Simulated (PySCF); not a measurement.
Compound: (Cl)3Ti-NH-SiH3 (singlet state).
Bonds: Ti1–Cl2, Ti1–Cl3, Ti1–Cl4, Ti1–N5, N5–Si6. Hydrogens: H7 on N5; H8, H9, H10 on Si6.

Method: PBE0-D3(BJ)/def2-SVP geometry optimisation, gas phase in PySCF; density fitting, grid level 1; the optimiser is geomeTRIC in internal coordinates, started from a GFN2-xTB structure with every atom displaced at random (about 0.03 Å).

Step 7: E = -70082.0738 eV
```
atom  x, y, z in Å  |  force x, y, z in eV/Å
Ti1     1.5174    0.1859    0.4333   -0.216   0.091  -0.014
Cl2     2.9727    1.6284   -0.2862    0.052   0.031   0.008
Cl3     1.9084   -1.8881   -0.0944    0.098  -0.163  -0.035
Cl4     1.2118    0.3227    2.5844    0.013   0.025   0.091
N5     -0.0657    0.5931   -0.3742    0.073   0.015  -0.041
Si6    -1.5287   -0.3939   -0.3418   -0.066   0.028   0.016
H7     -0.0905    1.4377   -0.9480    0.019   0.010  -0.007
H8     -1.4789   -1.2334    0.8857    0.019  -0.014  -0.020
H9     -2.7023    0.5286   -0.2991   -0.005  -0.028   0.002
H10    -1.6195   -1.2578   -1.5554    0.014   0.004  -0.001
```

Step 8: E = -70082.0752 eV
```
atom  x, y, z in Å  |  force x, y, z in eV/Å
Ti1     1.5167    0.1815    0.4357   -0.210   0.144  -0.002
Cl2     2.9652    1.6295   -0.2838    0.059   0.019   0.005
Cl3     1.9331   -1.8884   -0.0775    0.100  -0.188  -0.049
Cl4     1.2179    0.3300    2.5865    0.000   0.025   0.091
N5     -0.0654    0.5863   -0.3776    0.081   0.017  -0.052
Si6    -1.5333   -0.3906   -0.3459   -0.096  -0.001   0.037
H7     -0.0856    1.4275   -0.9568    0.026   0.010  -0.003
H8     -1.4784   -1.2426    0.8732    0.020  -0.013  -0.023
H9     -2.7046    0.5342   -0.2835    0.002  -0.024  -0.002
H10    -1.6409   -1.2441   -1.5658    0.019   0.011  -0.002
```

Step 9: E = -70082.0785 eV
```
atom  x, y, z in Å  |  force x, y, z in eV/Å
Ti1     1.5041    0.1737    0.4375   -0.034   0.119   0.049
Cl2     2.9631    1.6164   -0.2756    0.004  -0.018   0.008
Cl3     1.9705   -1.8931   -0.0700    0.034  -0.068  -0.039
Cl4     1.2334    0.3391    2.5948   -0.028   0.008   0.013
N5     -0.0710    0.5885   -0.3841    0.028  -0.002  -0.048
Si6    -1.5426   -0.3839   -0.3507   -0.072  -0.038   0.041
H7     -0.0836    1.4297   -0.9638    0.023  -0.004  -0.001
H8     -1.4745   -1.2413    0.8645    0.016  -0.010  -0.018
H9     -2.7203    0.5311   -0.2781    0.014  -0.003   0.005
H10    -1.6544   -1.2369   -1.5702    0.015   0.015  -0.009
```

Step 10: E = -70082.0794 eV
```
atom  x, y, z in Å  |  force x, y, z in eV/Å
Ti1     1.5013    0.1710    0.4405    0.016   0.077   0.064
Cl2     2.9568    1.6143   -0.2756    0.008  -0.027   0.005
Cl3     1.9989   -1.8937   -0.0592   -0.004  -0.003  -0.041
Cl4     1.2303    0.3486    2.5979   -0.029   0.003  -0.002
N5     -0.0708    0.5815   -0.3877    0.004  -0.015  -0.052
Si6    -1.5489   -0.3820   -0.3522   -0.044  -0.026   0.040
H7     -0.0750    1.4191   -0.9729    0.015  -0.008  -0.001
H8     -1.4724   -1.2518    0.8533    0.014  -0.012  -0.012
H9     -2.7214    0.5375   -0.2603    0.009  -0.001   0.009
H10    -1.6740   -1.2213   -1.5795    0.011   0.012  -0.010
```

Q: Estimate the geometry and energy of step 11. (The exact step hangs on the optimiser's Hessian estimate; all steps are aligned on step 10, rigid shifts and turns removed.)

A: E = -70082.0807 eV, largest force 0.069 eV/Å
```
atom  x, y, z in Å  |  force x, y, z in eV/Å
Ti1     1.4983    0.1726    0.4434    0.042   0.015   0.053
Cl2     2.9589    1.6086   -0.2761    0.003  -0.021   0.008
Cl3     2.0044   -1.8917   -0.0649   -0.026   0.051  -0.019
Cl4     1.2173    0.3547    2.6003   -0.018  -0.002  -0.012
N5     -0.0704    0.5803   -0.3902   -0.012  -0.024  -0.040
Si6    -1.5505   -0.3826   -0.3499    0.002   0.000   0.023
H7     -0.0691    1.4156   -0.9788    0.000  -0.010  -0.007
H8     -1.4663   -1.2565    0.8518    0.010  -0.012  -0.007
H9     -2.7203    0.5385   -0.2505   -0.002  -0.003   0.013
H10    -1.6774   -1.2161   -1.5806    0.000   0.006  -0.010
```

The energy changes by -0.0013 eV. The first-order estimate −F·Δx gives -0.0018 eV and the mean of the old and new forces, exact on a quadratic surface, -0.0014 eV. The step makes an angle of 62° with the force vector and moves no atom by more than 0.014 Å.

The cost below is that of the whole optimisation. On one thread of an Arm Neoverse V2 (shared host), this took 4.3 min wall and 0.56 GiB of memory at its peak.
